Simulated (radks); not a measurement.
Values are calculated unless marked as measured or tabulated.
Ionisation of neutral nitrogen, [He] 2s2 2p3, to N+, [He] 2s2 2p2, under several functionals. Scalar-relativistic Kohn-Sham, spin-polarised, spherical densities, finite nucleus; open shells are filled with parallel spins first; a radial shooting solver on a logarithmic mesh with Libxc functionals.

| functional | E(N) (hartree) | Exc (hartree) | IE (eV) | -e(HOMO) (eV) | <r> HOMO (bohr) | IE error (eV) |
|---|---|---|---|---|---|---|
| exchange-only r2SCAN | -54.43523 | -6.59109 | 14.919 | 8.405 | 1.418 | +0.385 |
| r2SCAN | -54.61627 | -6.77843 | 15.470 | 8.890 | 1.414 | +0.936 |
| OLYP | -54.62804 | -6.79002 | 14.828 | 8.160 | 1.424 | +0.293 |
| BLYP | -54.62531 | -6.77552 | 14.729 | 8.077 | 1.433 | +0.194 |
| RPBE | -54.64032 | -6.79046 | 14.869 | 8.264 | 1.436 | +0.335 |
| exchange-only B88 | -54.43300 | -6.57352 | 14.291 | 7.739 | 1.438 | -0.243 |
| LDA (Slater exchange, Perdew-Wang correlation) | -54.16576 | -6.28676 | 14.988 | 8.390 | 1.430 | +0.454 |
| BP86 | -54.62838 | -6.77745 | 14.942 | 8.339 | 1.431 | +0.408 |
| MS2 meta-GGA | -54.64913 | -6.81098 | 15.170 | 8.595 | 1.424 | +0.636 |
| exchange-only PBE | -54.38985 | -6.52492 | 14.277 | 7.740 | 1.444 | -0.258 |

NIST Atomic Spectra Database: 14.534 eV (measured). Closest: BLYP. The Delta-SCF values span 1.19 eV, the total energies 0.48 hartree. The highest occupied level is 2p. Open shells are spherical and high-spin; term and fine-structure splittings are not resolved.
